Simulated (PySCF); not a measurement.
Al(F)(Me)(NH2) (CH₅AlFN), SMILES [Al]([NH2])([CH3])[F].

Geometry optimised at B3LYP-D3(BJ)/def2-SVP. One conformer was computed; it need not be the lowest.

Computed with B3LYP-D3(BJ)/def2-SVP (PySCF).

Frequencies are harmonic and unscaled.

List the normal modes with their intensities. (Estimate from the structure and the level; the computed values follow.)


```json
[
 {"mode": "1", "ν (cm⁻¹)": "69", "IR (km/mol)": "0.2", "Raman (Å⁴/amu)": "0.0", "depolarisation": "–", "moving atoms (share of kinetic energy)": "H 96 %"},
 {"mode": "2", "ν (cm⁻¹)": "174", "IR (km/mol)": "1.8", "Raman (Å⁴/amu)": "1.4", "depolarisation": "0.75", "moving atoms (share of kinetic energy)": "H 34 %, C 22 %, N 19 %, Al 14 %, F 12 %"},
 {"mode": "3", "ν (cm⁻¹)": "223", "IR (km/mol)": "17.6", "Raman (Å⁴/amu)": "1.2", "depolarisation": "0.69", "moving atoms (share of kinetic energy)": "F 43 %, H 18 %, N 16 %, Al 15 %, C 9 %"},
 {"mode": "4", "ν (cm⁻¹)": "228", "IR (km/mol)": "23.7", "Raman (Å⁴/amu)": "0.7", "depolarisation": "0.75", "moving atoms (share of kinetic energy)": "Al 56 %, H 21 %, F 11 %, N 9 %"},
 {"mode": "5", "ν (cm⁻¹)": "374", "IR (km/mol)": "3.2", "Raman (Å⁴/amu)": "0.1", "depolarisation": "0.75", "moving atoms (share of kinetic energy)": "H 95 %"},
 {"mode": "6", "ν (cm⁻¹)": "429", "IR (km/mol)": "184.0", "Raman (Å⁴/amu)": "0.4", "depolarisation": "0.75", "moving atoms (share of kinetic energy)": "H 81 %, N 18 %"},
 {"mode": "7", "ν (cm⁻¹)": "584", "IR (km/mol)": "1.6", "Raman (Å⁴/amu)": "14.5", "depolarisation": "0.10", "moving atoms (share of kinetic energy)": "C 46 %, H 27 %, N 14 %, F 9 %"},
 {"mode": "8", "ν (cm⁻¹)": "623", "IR (km/mol)": "33.9", "Raman (Å⁴/amu)": "2.4", "depolarisation": "0.09", "moving atoms (share of kinetic energy)": "H 67 %, N 20 %"},
 {"mode": "9", "ν (cm⁻¹)": "663", "IR (km/mol)": "44.7", "Raman (Å⁴/amu)": "1.1", "depolarisation": "0.75", "moving atoms (share of kinetic energy)": "H 75 %, C 18 %"},
 {"mode": "10", "ν (cm⁻¹)": "701", "IR (km/mol)": "26.2", "Raman (Å⁴/amu)": "1.1", "depolarisation": "0.65", "moving atoms (share of kinetic energy)": "H 67 %, C 16 %, F 11 %"},
 {"mode": "11", "ν (cm⁻¹)": "828", "IR (km/mol)": "146.3", "Raman (Å⁴/amu)": "3.3", "depolarisation": "0.36", "moving atoms (share of kinetic energy)": "Al 44 %, N 24 %, F 15 %, H 11 %"},
 {"mode": "12", "ν (cm⁻¹)": "910", "IR (km/mol)": "163.5", "Raman (Å⁴/amu)": "3.1", "depolarisation": "0.31", "moving atoms (share of kinetic energy)": "Al 51 %, F 25 %, N 16 %"},
 {"mode": "13", "ν (cm⁻¹)": "1223", "IR (km/mol)": "24.0", "Raman (Å⁴/amu)": "1.9", "depolarisation": "0.04", "moving atoms (share of kinetic energy)": "H 79 %, C 21 %"},
 {"mode": "14", "ν (cm⁻¹)": "1430", "IR (km/mol)": "1.2", "Raman (Å⁴/amu)": "9.4", "depolarisation": "0.75", "moving atoms (share of kinetic energy)": "H 95 %"},
 {"mode": "15", "ν (cm⁻¹)": "1431", "IR (km/mol)": "1.2", "Raman (Å⁴/amu)": "12.4", "depolarisation": "0.74", "moving atoms (share of kinetic energy)": "H 96 %"},
 {"mode": "16", "ν (cm⁻¹)": "1525", "IR (km/mol)": "48.9", "Raman (Å⁴/amu)": "4.7", "depolarisation": "0.75", "moving atoms (share of kinetic energy)": "H 89 %, N 11 %"},
 {"mode": "17", "ν (cm⁻¹)": "3022", "IR (km/mol)": "3.1", "Raman (Å⁴/amu)": "127.4", "depolarisation": "0.01", "moving atoms (share of kinetic energy)": "H 97 %"},
 {"mode": "18", "ν (cm⁻¹)": "3106", "IR (km/mol)": "5.0", "Raman (Å⁴/amu)": "93.0", "depolarisation": "0.75", "moving atoms (share of kinetic energy)": "H 91 %, C 9 %"},
 {"mode": "19", "ν (cm⁻¹)": "3118", "IR (km/mol)": "8.1", "Raman (Å⁴/amu)": "84.6", "depolarisation": "0.75", "moving atoms (share of kinetic energy)": "H 91 %, C 9 %"},
 {"mode": "20", "ν (cm⁻¹)": "3574", "IR (km/mol)": "23.7", "Raman (Å⁴/amu)": "149.1", "depolarisation": "0.11", "moving atoms (share of kinetic energy)": "H 96 %"},
 {"mode": "21", "ν (cm⁻¹)": "3659", "IR (km/mol)": "23.3", "Raman (Å⁴/amu)": "88.4", "depolarisation": "0.74", "moving atoms (share of kinetic energy)": "H 91 %, N 9 %"}
]
```
